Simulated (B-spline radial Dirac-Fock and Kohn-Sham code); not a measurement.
# The L3 (2p3/2) hole of copper ions: width and yield against charge

Calculated with an atomic code on a B-spline grid, using independent-particle radiative and Coulomb Auger rates from relativistic LDA hole-state orbitals, with Dirac-Fock energies. Tabulated ground configurations, configuration averages; single configurations, so decays that open only by mixing (as 1s 2s² with 1s 2p² in Be-like ions) are missing and such tiny yields are far too low.

```
  ion  configuration  radiative (eV)  non-radiative (eV)    yield
   Cu  [Ar] 3d10 4s1         0.00591               0.626  0.00935
  Cu⁺      [Ar] 3d10         0.00596               0.631  0.00936
 Cu²⁺       [Ar] 3d9         0.00585               0.625  0.00927
 Cu³⁺       [Ar] 3d8         0.00566               0.614  0.00914
 Cu⁴⁺       [Ar] 3d7         0.00539               0.596  0.00896
 Cu⁵⁺       [Ar] 3d6         0.00502               0.572  0.00870
 Cu⁶⁺       [Ar] 3d5         0.00455               0.542  0.00833
 Cu⁷⁺       [Ar] 3d4         0.00397               0.507  0.00777
 Cu⁸⁺       [Ar] 3d3         0.00328               0.471  0.00691
 Cu⁹⁺       [Ar] 3d2         0.00246               0.435  0.00562
Cu¹⁰⁺       [Ar] 3d1         0.00151               0.403  0.00373
Cu¹¹⁺   [Ne] 3s2 3p6        0.000413               0.378  0.00109
Cu¹⁴⁺   [Ne] 3s2 3p3        0.000475               0.116  0.00406
Cu¹⁵⁺   [Ne] 3s2 3p2        0.000497              0.0581  0.00847
Cu¹⁶⁺   [Ne] 3s2 3p1        0.000520              0.0197   0.0256
Cu¹⁷⁺       [Ne] 3s2        0.000543             0.00438    0.110
Cu¹⁸⁺       [Ne] 3s1        0.000279                   0     1.00
```
